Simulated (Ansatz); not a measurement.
A ladder of methods for WOF4 (SMILES O=[W](F)(F)(F)F)

WOF4: 6 atoms, total charge 0, spin state singlet. As SMILES, `O=[W](F)(F)(F)F`. Geometry: relaxed at PBE0-D4/def2-TZVP.

Quantity: the vertical energy of the triplet above the singlet, in eV. The values are calculated.

```csv
level,kind,program,value (eV),less CCSD(T)/def2-SVP,CPU time (all runs)
BLYP/def2-SVP (core potential),GGA,Ansatz,5.24,-0.52,57 s
PBE/def2-SVP (core potential),GGA,Ansatz,5.26,-0.50,56 s
B3LYP/def2-SVP (core potential),global hybrid,Ansatz,5.26,-0.50,34 s
BHLYP/def2-SVP (core potential),global hybrid,Ansatz,4.76,-1.00,77 s
PBE0/def2-SVP (core potential),global hybrid,Ansatz,5.21,-0.55,33 s
MP2/def2-SVP (core potential),perturbation theory,Ansatz,6.84,+1.08,45 s
CCSD(T)/def2-SVP (core potential),coupled cluster or CI,Ansatz,5.76,0.00,7.4 min
CCSD/def2-SVP (core potential),coupled cluster or CI,Ansatz,5.46,-0.30,5.6 min
```

Differences are taken from CCSD(T)/def2-SVP (core potential) for orientation; it has basis-set and higher-order errors of its own. Spin-orbit coupling, which can split open shells on such heavy atoms by tenths of an eV, is left out. The values span 4.76 to 6.84 eV. Times are those of the runs behind each value, whatever else they computed, on shared processors of several kinds: orders of magnitude only.
